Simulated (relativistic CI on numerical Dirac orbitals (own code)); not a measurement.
**Sensitivity of the levels of Pt XVII to α and to the nuclear radius**

Calculated at this level of theory: Dirac-Coulomb-Breit CI, separate exchange-only KLI orbitals for each configuration, derivatives by finite differences, unscaled Slater integrals, QED left out (own radial code, finite nucleus).

Configuration list (outside the closed core [Kr] 4d10): 4f14 5s2, 4f14 5s 5p, 4f13 5s2 5p, 4f14 5s 5d, 4f14 5p2, 4f13 5p3, 4f14 5d2, 4f13 5p 5d2. Double excitations out of closed p, d and f shells are left out; levels of such configurations are missing from the list, as are those of other unlisted configurations, and high levels can miss mixing partners.

With x = (α/α₀)² − 1 an excitation energy changes as ω = ω₀ + qx; K = 2q/ω₀ is the relative enhancement. Terms are leading LS components, so labels can repeat. The field-shift factor is F = δν/δ⟨r²⟩ for the transition from the lowest level.

Lowest level 4f14 5s2 1S_0.

```csv
Level,ω₀ (cm⁻¹),q (cm⁻¹),F (GHz/fm²)
4f13 5s2 5p 3D_3,281429,-347800,87.3
4f14 5s 5p 3P°_0,282126,48500,-550
4f13 5s2 5p 3G_4,285205,-348000,87.4
4f14 5s 5p 3P°_1,306065,60910,-554
4f13 5s2 5p 3G_3,309221,-324100,89.3
4f13 5s2 5p 3F_2,317184,-320700,88.5
4f13 5s2 5p 3G_5,449796,-130100,43
4f14 5s 5p 3P°_2,453022,266100,-594
4f13 5s2 5p 3D_2,453208,-128100,43
4f13 5s2 5p 1F_3,460454,-130900,43.3
4f13 5s2 5p 3F_4,467603,-129200,43
4f13 5s2 5p 3D_1,469509,-105300,44.8
4f13 5s2 5p 3G_4,481353,-105400,44.8
4f13 5s2 5p 3F_2,489473,-106500,44.6
4f13 5s2 5p 3F_3,493589,-105200,44.9
4f14 5s 5p 1P°_1,526855,254200,-583
4f14 5p2 3P_0,655492,113800,-1120
4f14 5p2 3P_1,801288,320600,-1160
4f14 5p2 1D_2,804857,319100,-1130
4f14 5p2 3P_2,957932,478700,-1060
4f14 5s 5d 3D_1,979637,281600,-587
4f14 5s 5d 3D_2,990534,305800,-621
4f14 5s 5d 3D_3,1009021,312300,-586
```

At this charge transitions that keep the count of f electrons are usually good to a few per cent. Levels that differ in their count of f electrons can be misplaced by several ten thousand cm⁻¹, since the correlation energy of f electrons is missing or only estimated; rates across such gaps can be off by orders of magnitude.

(1) Which transition from the lowest level has the largest |K|?

Results:

(1) 4f13 5s2 5p 3D_3 at 281429 cm⁻¹, K = -2.47.
